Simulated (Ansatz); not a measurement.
`C#[C][In]([F])[Cl]` + HCl → `[F][In]([Cl])[Cl]` + `C#C` at 600 K and 1 bar (ligand exchange at the In–C bond).

Computed with Ansatz on PBE0-D4/def2-TZVP structures; ΔE is electronic, products minus reactants. CCSD(T)/CBS adds triple-zeta CCSD(T) − MP2 to the extrapolated MP2 energy (def2 sets, frozen cores). This one scheme is used for every species. Elements past krypton have def2 core potentials. For In outer-core shells are correlated without core-valence functions, which leaves a few kJ/mol of doubt a bond.

```tsv
species	CCSD(T)/CBS energy (Eh)	H − E (kJ/mol)	S (J/(mol·K))
`C#[C][In]([F])[Cl]`	-826.10583	108.0	438.0
HCl	-460.38127	35.4	207.2
`[F][In]([Cl])[Cl]`	-1209.28900	51.6	394.1
`C#C`	-77.22717	96.2	235.4
```

H − E and S are ideal-gas, rigid-rotor, harmonic terms from PBE0-D4/def2-TZVP. 1 Eh = 2625.50 kJ/mol, R = 8.31446 J/(mol·K).

Q: By hand: ΔE, ΔH, ΔS and ΔG.

A: ΔE = (-1209.28900) + (-77.22717) − (-826.10583) − (-460.38127) = -0.02907 Eh = -76.3 kJ/mol. Δ(H − E) = 51.6 + 96.2 − 108.0 − 35.4 = 4.4, so ΔH = -71.9 kJ/mol. ΔS = 394.1 + 235.4 − 438.0 − 207.2 = -15.7 J/(mol·K). ΔG = -71.9 − 600 × (-15.7)/1000 = -62.5 kJ/mol.

Q: By hand: the equilibrium constant, and the temperature at which ΔG would vanish if ΔH and ΔS stayed fixed.

A: log₁₀ K = −ΔG/(RT ln 10) = 5.4. ΔG = 0 at ΔH/ΔS = 4580 K, far beyond where these terms or the molecules hold.

ΔH outweighs TΔS. A doubt of 5 kJ/mol in ΔE shifts log₁₀ K by 0.4 here. These are equilibria of isolated gas molecules and say nothing of rates. Largest T1 diagnostic: 0.015 (customary marks: 0.02 for closed shells, 0.045 for open ones).
